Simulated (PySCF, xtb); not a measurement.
C3H4Cl2OSi, SMILES C#C[Si](Cl)(Cl)OC. Other conformers were not sampled.

Harmonic wavenumbers (cm⁻¹) from xtb with GFN2-xTB at its own minimum, in rising order: 58, 88, 97, 102, 130, 144, 223, 261, 306, 324, 429, 551, 671, 685, 689, 785, 1129, 1132, 1154, 1411, 1471, 1476, 2211, 2969, 2977, 3007, 3360.

What does B3LYP-D3(BJ)/def2-SVP (PySCF 2.14.0) give at its own minimum? (An estimate is asked for; the answer gives what the named calculation found.)

56, 103, 108, 115, 150, 176, 267, 280, 358, 373, 476, 627, 687, 750, 757, 820, 1147, 1177, 1209, 1474, 1476, 1477, 2159, 3010, 3088, 3130, 3455. Paired by order, the mean absolute difference is 43 cm⁻¹ and the zero-point energies are 39.8 and 41.3 kcal/mol.
